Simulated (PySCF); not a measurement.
Potential energy of CaC along the bond

Set-up: Ca x2c-TZVPPall, C x2c-TZVPPall; spin-free X2C with a Gaussian nucleus (PySCF 2.14). Energies in eV from Ca + C in their ground configurations at the same level. State: Ms = 1 determinant of mixed spin (⟨S²⟩ near 2.9), unpaired electrons π ↑↑.

All columns are PBE0. A positive dipole means Ca(−)C(+).

```tsv
R (Å)	E (eV)	μ (D)	Mulliken charge on Ca (basis-dependent)	HOMO (eV)	LUMO (eV)	Mayer bond order	⟨S²⟩
1.970	-1.838	-1.74	0.58	-4.02	-1.94	1.00	2.90
2.062	-2.171	-2.18	0.57	-4.13	-2.00	0.97	2.89
2.154	-2.357	-2.61	0.57	-4.24	-2.07	0.94	2.89
2.222	-2.423	-2.93	0.57	-4.32	-2.12	0.92	2.88
2.291	-2.440	-3.24	0.56	-4.39	-2.18	0.91	2.87
2.360	-2.420	-3.55	0.56	-4.47	-2.23	0.89	2.87
2.451	-2.349	-3.96	0.56	-4.57	-2.31	0.87	2.86
2.566	-2.213	-4.44	0.56	-4.68	-2.40	0.85	2.84
2.703	-2.011	-4.98	0.55	-4.81	-2.51	0.83	2.82
2.887	-1.716	-5.59	0.54	-4.95	-2.65	0.81	2.78
```

A fit through these points gives, at Re = 2.285 Å, μ = -3.22 D and dμ/dR = -4.56 D/Å; the reduced mass is 9.229 u.

Task: How strong is the fundamental in the double-harmonic approximation, I = 42.26·(dμ/dR)²/μred km/mol?

Result: I = 42.26·(-4.56)²/9.229 = 95.2 km/mol at PBE0.

The state was picked by a PBE0 search and need not be the measured ground state.
